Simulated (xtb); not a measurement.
C7H13O (SMILES CC[CH]CCC(C)=O), doublet, from a rough starting geometry; xtb with GFN2-xTB.

The xtb input:
```
$ xtb mol.xyz --gfn 2 --uhf 1 --opt vtight --json

# file mol.xyz
21

C      3.47874518    -0.56619508    -0.25472360
C      2.55439631     0.69489556     0.20807330
C      1.20627379     0.21905976     0.62108425
C      0.05924532     0.14946170    -0.32051100
C     -1.27630299     0.06489762     0.38229612
C     -2.48572668    -0.01455670    -0.54815885
C     -3.80798478    -0.18203465     0.05485617
O     -2.27921521     0.07157235    -1.75245768
H      4.44539642    -0.10965051    -0.55843025
H      2.97808025    -1.13186126    -1.03578957
H      3.59776638    -1.21412041     0.62113745
H      3.04046261     1.22136778     0.94203869
H      2.45591448     1.29886605    -0.68428596
H      1.13432418    -0.29769002     1.54584536
H      0.12009206    -0.67003257    -0.98417948
H      0.03452066     1.06576295    -0.92877910
H     -1.44024746     0.95280630     1.01380488
H     -1.32131753    -0.76751620     1.04357820
H     -4.58338239    -0.03664983    -0.64177342
H     -3.89129283     0.54301579     0.87022719
H     -3.86632089    -1.22728617     0.46871834
```

It wrote (shortened):

```
   ID    Z sym.   atoms
    1    6 C      1-7
    2    8 O      8
    3    1 H      9-21

           -------------------------------------------------
          |                Calculation Setup                |
           -------------------------------------------------

           -------------------------------------------------
          |                 G F N 2 - x T B                 |
           -------------------------------------------------

          ...................................................
          :                      SETUP                      :
          :.................................................:
          :  # basis functions                  45          :
          :  # atomic orbitals                  45          :
          :  # shells                           29          :
          :  # electrons                        47          :
          :  max. iterations                   250          :
          :  Hamiltonian                  GFN2-xTB          :
          :  restarted?                      false          :
          :  GBSA solvation                  false          :
          :  PC potential                    false          :
          :  electronic temp.          300.0000000     K    :
          :  accuracy                    1.0000000          :
          :  -> integral cutoff          0.2500000E+02      :
          :  -> integral neglect         0.1000000E-07      :
          :  -> SCF convergence          0.1000000E-05 Eh   :
          :  -> wf. convergence          0.1000000E-03 e    :
          :  Broyden damping             0.4000000          :
          :  net charge                          0          :
          :  unpaired electrons                  1          :
          ...................................................

 iter      E             dE          RMSdq      gap      omega  full diag
   1    -25.8733015 -0.258733E+02  0.364E+00    2.30       0.0  T
   2    -25.9341402 -0.608386E-01  0.187E+00    1.32       1.0  T
   3    -25.9411350 -0.699480E-02  0.122E+00    1.63       1.0  T
   4    -25.9461118 -0.497686E-02  0.190E-01    1.12       1.0  T
   5    -25.9462698 -0.157954E-03  0.742E-02    1.14       1.0  T
   6    -25.9462853 -0.155265E-04  0.278E-02    1.16       1.0  T
   7    -25.9462861 -0.800925E-06  0.764E-03    1.16       2.9  T
   8    -25.9462864 -0.300897E-06  0.218E-03    1.16      10.0  T
   9    -25.9462864 -0.139985E-07  0.115E-03    1.16      19.0  T
[...]
 * total energy  :   -25.5989504 Eh     change       -0.2227456E-06 Eh
 * total energy  :   -25.5989507 Eh     change       -0.3399865E-06 Eh
 * total energy  :   -25.5989509 Eh     change       -0.2542871E-06 Eh
 * total energy  :   -25.5989511 Eh     change       -0.1736270E-06 Eh
 * total energy  :   -25.5989513 Eh     change       -0.1927671E-06 Eh
 * total energy  :   -25.5989516 Eh     change       -0.2993843E-06 Eh
 * total energy  :   -25.5989521 Eh     change       -0.4922895E-06 Eh
 * total energy  :   -25.5989525 Eh     change       -0.4212870E-06 Eh
 * total energy  :   -25.5989528 Eh     change       -0.2658683E-06 Eh
 * total energy  :   -25.5989529 Eh     change       -0.1444899E-06 Eh
 * total energy  :   -25.5989530 Eh     change       -0.1007957E-06 Eh
 * total energy  :   -25.5989531 Eh     change       -0.7923193E-07 Eh
   *** GEOMETRY OPTIMIZATION CONVERGED AFTER 111 ITERATIONS ***
         :: total energy             -25.598953118272 Eh    ::
[...]
 ---------------------------------------------------------------------------
     1   6 C    3.992 --    11 H    0.989    10 H    0.989     9 H    0.985
                             2 C    0.968
     2   6 C    3.997 --     3 C    1.075    13 H    0.970     1 C    0.968
                            12 H    0.966
     3   6 C    3.312 --     4 C    1.082     2 C    1.075    14 H    0.975
     4   6 C    3.994 --     3 C    1.082    16 H    0.973     5 C    0.973
                            15 H    0.931
     5   6 C    3.995 --     6 C    0.989     4 C    0.973    17 H    0.966
                            18 H    0.943
     6   6 C    3.918 --     8 O    1.867     7 C    0.999     5 C    0.989
     7   6 C    3.994 --     6 C    0.999    19 H    0.982    21 H    0.972
                            20 H    0.957
     8   8 O    2.079 --     6 C    1.867
     9   1 H    0.998 --     1 C    0.985
    10   1 H    0.999 --     1 C    0.989
    11   1 H    0.999 --     1 C    0.989
    12   1 H    0.998 --     2 C    0.966
    13   1 H    0.999 --     2 C    0.970
    14   1 H    1.000 --     3 C    0.975
    15   1 H    0.994 --     4 C    0.931
    16   1 H    0.998 --     4 C    0.973
    17   1 H    0.997 --     5 C    0.966
    18   1 H    0.996 --     5 C    0.943
    19   1 H    0.995 --     7 C    0.982
    20   1 H    0.995 --     7 C    0.957
    21   1 H    0.997 --     7 C    0.972
 ---------------------------------------------------------------------------

Topologies differ in total number of bonds
Writing topology from bond orders to xtbtopo.mol

molecular dipole:
                 x           y           z       tot (Debye)
 q only:        0.000       0.572       0.773
   full:       -0.037       0.659       0.941       2.920
molecular quadrupole (traceless):
                xx          xy          yy          xz          yz          zz
 q only:        4.715      -3.982      -1.120      -6.236      -2.516      -3.594
  q+dip:        4.426      -4.233      -0.514      -6.582      -4.301      -3.912
   full:        4.655      -4.410      -0.372      -7.170      -4.357      -4.282

optimized geometry written to: xtbopt.xyz

           -------------------------------------------------
          | TOTAL ENERGY              -25.598953118272 Eh   |
          | GRADIENT NORM               0.000022128185 Eh/α |
          | HOMO-LUMO GAP               1.300921818035 eV   |
           -------------------------------------------------
```
